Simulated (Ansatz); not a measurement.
## SnO (tin(ii) oxide): the energy, rung by rung

The species is SnO (2 atoms), meant as a singlet with charge 0. SMILES: `[O]=[Sn]`. The coordinates come from a PBE0-D4/def2-TZVP relaxation.

```xyz
2

O     0.0000    0.0000   -0.0071
Sn    0.0000    0.0000    1.8107
```

Quantity: the energy change with the O1–Sn2 bond stretched from 1.818 to 4.509 Å, in eV. The values are calculated.

| level | kind | program | value (eV) | less FCI/STO-3G | CPU time (all runs) |
| --- | --- | --- | --- | --- | --- |
| HF/STO-3G (restricted) | Hartree–Fock | Ansatz | 6.81 | +1.57 | 1.2 s |
| RPA@PBE/STO-3G (restricted) | RPA | Ansatz | 3.84 | -1.40 | 14 s |
| CCSD(T)/STO-3G (unrestricted) | coupled cluster or CI | Ansatz | 5.30 | +0.06 | 9.5 s |
| FCI/STO-3G | exact in the basis | Ansatz | 5.24 | 0.00 | 14 s |

FCI/STO-3G is exact within its basis and frozen core, so for wave-function methods in that basis the difference is their error. Spin-restricted single references rise too steeply as a bond breaks, Hartree–Fock most of all. All-electron rows without a relativistic Hamiltonian named are non-relativistic. The first shape isn't each level's own minimum. The values span 3.84 to 6.81 eV. Spin contamination of the reference (⟨S²⟩ at least 0.1 too high) touches CCSD(T)/STO-3G. All rows use very small basis sets, so even the best lies far from the true value. In the correlated wave-function rows the outer d shell of Sn is correlated, in sets not made for it. Times are those of the runs behind each value, whatever else they computed, on shared processors of several kinds: orders of magnitude only.
